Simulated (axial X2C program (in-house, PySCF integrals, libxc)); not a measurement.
# What spin–orbit coupling does to LiAu⁺

All values were computed with an in-house relativistic program for diatomic molecules. Spin-free means the one-electron spin-free X2C Hamiltonian; two-component (2c) means X2C with spin–orbit coupling and atomic mean-field two-electron Coulomb and Gaunt terms, so the difference of the two also holds small scalar two-electron terms. Basis: Au dyall-cv3z [13s14p9d6f4g], Li dyall-cv3z [7s8p2d] (cores contracted in-house); Gaussian nuclei, density fitting, unrestricted open shells. Masses: Au 196.967 u, Li 7.016 u.

Spin-free state: M_S = 1/2, Λ = 0 (beyond evenly filled blocks: σα); fragments Au + Li+.

```csv
level,Re (Å),ωe (cm⁻¹),De (eV),μ (D)
PBE0,2.581,269.3,0.672,8.61
HF,2.728,233.7,0.670,8.75
MP2,2.592,265.0,0.505,n/a
CCSD,2.628,257.0,0.578,n/a
CCSD(T),2.622,259.9,0.580,n/a
TPSS,2.574,275.1,0.704,8.57
```

Correlated methods: 11 electrons correlated (number of frozen shells: Au 5 s, 4 p, 2 d, 1 f; Li 1 s), 263 virtual spin orbitals or spinors in MP2, 90 natural virtuals in coupled cluster.

Dipoles are positive if Li is the positive end and refer to the centre of mass.

Two-component determinant lowest at the distance of the search:

Ω = 1/2 (⟨Sz⟩ = 0.50, ⟨Lz⟩ = 0.00 at HF); fragments Au + Li+.

```
  level  Re (Å)  ωe (cm⁻¹)  De (eV)  μ (D)
   PBE0   2.578      272.9    0.685   8.58
     HF   2.722      236.0    0.676   8.72
    MP2   2.589      267.5    0.512    n/a
   CCSD   2.623      260.0    0.594    n/a
CCSD(T)   2.617      262.9    0.587    n/a
   TPSS   2.573      278.3    0.721   8.54
```

Task: From the two tables, how do the constants change at the CCSD(T) level (2c against spin-free)?

Result: At the CCSD(T) level Re drops by 0.005 Å and ωe goes up by 3.0 cm⁻¹; De changes by 0.007 eV.

One determinant describes the state; a PBE0 search over occupations chose it and may have missed a lower one. Dissociation energies refer to the lowest single-determinant-based atoms at the same level and basis. Density functionals use the spin component along the axis (collinear). Coupled cluster ran in a truncated set of natural virtual spinors; the MP2 energy of the rest was added. (T) has no such correction and the atoms are truncated less, which lowers De at CCSD(T) by a hundredth of an eV or more.
